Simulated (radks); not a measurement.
Cl2+, 15 electrons, occupied as [He] 2s2 2p5 3s2 3p3 3d1 (not the ground configuration).

Method: scalar-relativistic Kohn-Sham, PBE, spin-polarised, spherical densities, finite nucleus; open shells are filled with parallel spins first; Fermi nuclear charge, rms radius 3.3654 fm; computed with a radial shooting solver on a logarithmic mesh with Libxc functionals.

Energy parts (eV):
part                      energy
total                 -12304.598
kinetic                12363.444
electron-nucleus      -28739.374
Hartree                 4789.107
exchange-correlation    -717.775

Orbitals (lengths in bohr, moments of r in powers of bohr; <r^-3> diverges for s and p1/2; r(max) is where P^2 peaks):
orbital  occ.  eigenvalue (eV)      <r>   <1/r>   r(max)  <r^-3>
1s up       1        -2824.076  0.09095   16.68  0.05947       -
1s down     1        -2821.171  0.09087   16.69  0.05944       -
2s up       1        -308.1934   0.4339   3.393   0.3565       -
2s down     1        -303.3172   0.4350   3.379   0.3575       -
2p up       3        -249.9380   0.3925   3.301   0.2949   109.3
2p down     2        -244.2615   0.3943   3.287   0.2963   108.4
3s up       1         -51.8662    1.356   1.026    1.184       -
3s down     1         -46.3268    1.376   1.015    1.188       -
3p up       3         -37.8975    1.466  0.9250    1.248   12.03
3p down     0         -32.5992    1.510  0.9047    1.259   11.62
3d up       1         -17.9282    1.813  0.6968    1.378  0.8297
3d down     0         -13.6991    2.009  0.6441    1.449  0.7105

The highest occupied level is 3d up at -17.928 eV. The configuration is held as typed, so some empty levels lie below it. The spin density at the nucleus is -0.546 e/bohr^3 (1s -2.238, 2s 1.415, 3s 0.276). Summed over all electrons, <r^2> = 17.24 bohr^2, which gives a Langevin (diamagnetic) susceptibility term of -13.7 x 10^-6 cm^3/mol.
